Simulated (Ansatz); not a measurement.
The same path of BH₆SbSi (9 atoms, charge 0, multiplicity 1) was run twice with different band settings. The coordinate that changes most is the height of Sb3 over the plane of its neighbours.

Method: RKS B3LYP/def2-SVP in Ansatz 0.2.0.

Relaxed end points:

```xyz
9
Properties=species:S:1:pos:R:3
B -1.039 0.521 -0.576
Si 0.919 0.645 -0.509
Sb 0.606 -0.903 1.624
H -1.573 -0.390 -1.158
H -1.706 1.316 0.037
H 1.587 1.902 -0.066
H 1.783 -0.088 -1.476
H 0.536 -2.312 0.636
H -1.112 -0.692 1.487
```

```xyz
9
Properties=species:S:1:pos:R:3
B -1.039 0.569 -0.527
Si 0.921 0.516 -0.639
Sb 0.611 -1.620 0.907
H -1.691 -0.054 -1.327
H -1.586 1.146 0.377
H 1.771 1.489 0.101
H 1.601 0.079 -1.890
H 0.521 -0.629 2.314
H -1.108 -1.496 0.683
```

Common settings: movable images 7; climbing image yes; spring 5.0 eV/Å²; optimiser quadratic models (default); start path through a guess of the saddle point; end points relaxed.

| run | force threshold | iteration limit |
| --- | --- | --- |
| 1 | 0.05 eV/Å | 31 |
| 2 | 0.2 eV/Å | 24 |

(1) What does each run give, and how far can it be trusted?

Results:

(1) Run 1: converged after 24 iterations, highest image 0.957 eV above the first end. A vibrational analysis at the climbing image gives one clearly imaginary mode, 347i cm⁻¹: a first-order saddle point.
Run 2: converged after 19 iterations, highest image 0.958 eV above the first end. The threshold of 0.2 eV/Å is loose, so the images may lie well off the minimum-energy path. Another band between the same ends (7 images) ends at a top of the same energy, where a vibrational analysis finds 1 clearly imaginary mode.
